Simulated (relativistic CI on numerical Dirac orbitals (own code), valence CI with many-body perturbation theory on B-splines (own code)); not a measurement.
**How much core-valence correlation do Zr, Nb, La, Lu, Hf need?**

Mean absolute errors of calculated excitation energies against measured levels (NIST Handbook of Basic Atomic Spectroscopic Data), in cm⁻¹. A: short ab initio CI on KLI orbitals; B: with scaled Slater integrals; C: with a P86 correlation functional too. D: large valence CI outside the frozen Dirac-Fock core of the bare core ion; E: with the core-valence potential Σ₁; F: with Σ₁, the screening Σ₂, a three-electron term, Breit and QED. Only levels that pair in all six are counted, so the sets differ, and species with too few are missing. α is the calculated polarisability of the core. The settings were settled with such spectra in view, so this is no blind test.

| Species | Core | α (bohr³) | Levels | A | B | C | D | E | F | D/F |
| --- | --- | --- | --- | --- | --- | --- | --- | --- | --- | --- |
| Zr | [Kr] | 2.98 | 23 | 2143 | 1633 | 931 | 3039 | 1631 | 192 | 15.8 |
| Nb | [Kr] | 2.27 | 10 | 2693 | 1701 | 2284 | 2779 | 1759 | 135 | 20.6 |
| La | [Xe] | 7.67 | 21 | 2880 | 2018 | 644 | 2934 | 596 | 737 | 4.0 |
| Lu | [Xe] 4f14 | 4.26 | 14 | 2193 | 2282 | 774 | 2984 | 854 | 604 | 4.9 |
| Hf | [Xe] 4f14 | 3.2 | 13 | 2657 | 2484 | 1580 | 3849 | 1417 | 280 | 13.8 |

The error of D is 2779 cm⁻¹ for Nb, whose core is the least polarisable (α = 2.3), and 2934 for La, the most polarisable (α = 7.7); how far the valence electrons reach into the core matters as well as α. With all terms the errors lie between 135 and 737. F is not the closest column for La.
